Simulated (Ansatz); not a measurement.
Molecule: sum formula SiN$_{3}$H$_{5}$Br, net charge -1, singlet state. It need not be the lowest isomer of its formula. Whether it binds its extra electron was not tested at this geometry. 
Geometry from a B3LYP-D3(BJ)/def2-TZVP (Ansatz, a program for electronic structure) optimisation:
```xyz
10

Si    -0.0027    -0.0450    -1.0757
Br     0.2027     0.0473     1.4567
N      1.3473    -0.4301    -1.8827
N     -0.8152     1.4922    -1.2958
N     -1.2336    -1.2807    -1.1318
H      2.0581     0.2740    -2.0334
H     -0.1896     2.2799    -1.1778
H     -1.5958     1.6259    -0.6633
H     -1.5229    -1.5991    -0.2172
H     -0.8953    -2.0762    -1.6592
```
Charge -1, spin multiplicity 1.

Basis-set convergence of Hartree-Fock and CCSD correlation energies (hartree) with Ansatz. Cores are frozen in the correlated levels unless marked. Spin-orbit coupling is left out. Frozen are the shells of the preceding noble gas and the d and f shells that filled before the atom's block. Non-relativistic. This anion needs diffuse functions, which these sets lack.

```json
[
 {"basis": "def2-SVP", "functions": "117", "E(HF)": "-3027.18945", "E(corr, CCSD)": "-0.77036"},
 {"basis": "def2-TZVPP", "functions": "253", "E(HF)": "___", "E(corr, CCSD)": "___"}
]
```

### Question
Some entries are withheld; supply them.

### Answer

- def2-TZVPP, E(HF): -3027.83473
- def2-TZVPP, E(corr, CCSD): -0.97020
